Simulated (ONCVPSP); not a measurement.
**An all-electron radial function and its pseudo partner (oxygen)**

Columns: radius, all-electron u(r) and pseudo u(r) of the 2s shell (level -23.83 eV) of oxygen in the configuration [He] 2s2 2p4; BLYP, scalar-relativistic, ONCV scheme, ONCVPSP 4.0.1.

```tsv
r (bohr)	all-electron	pseudo
0.050	-0.3349	0.0367
0.100	-0.4225	0.0772
0.150	-0.3709	0.1245
0.200	-0.2457	0.1805
0.250	-0.0868	0.2461
0.300	0.0813	0.3209
0.350	0.2440	0.4031
0.400	0.3931	0.4898
0.450	0.5249	0.5771
0.500	0.6373	0.6611
0.550	0.7308	0.7386
0.600	0.8061	0.8069
0.650	0.8642	0.8634
0.700	0.9070	0.9067
0.750	0.9363	0.9363
0.800	0.9540	0.9540
0.850	0.9615	0.9615
0.900	0.9606	0.9606
0.950	0.9527	0.9526
1.000	0.9389	0.9388
1.050	0.9204	0.9204
1.100	0.8983	0.8983
1.150	0.8733	0.8733
1.200	0.8461	0.8460
1.250	0.8173	0.8173
1.300	0.7874	0.7874
```

(1) How many radial nodes do the two functions have?

(2) At about which radius was the pseudo-wave matched?

(3) Where does each function peak?

(4) Is the pseudo-wave norm-conserving?

## Answers

(1) The all-electron 2s function has n − l − 1 = 1; the pseudo-wave has 0, since the states of the same l below it are removed with the core.

(2) 0.75 bohr, where the columns begin to agree (steps of 0.05 bohr).

(3) Outermost all-electron maximum near 0.85 bohr, pseudo maximum near 0.85 bohr (to the table’s step).

(4) Yes: the ONCV scheme keeps the norm inside the radius equal to the all-electron one, which fixes the energy derivative of the logarithmic derivative at the level.
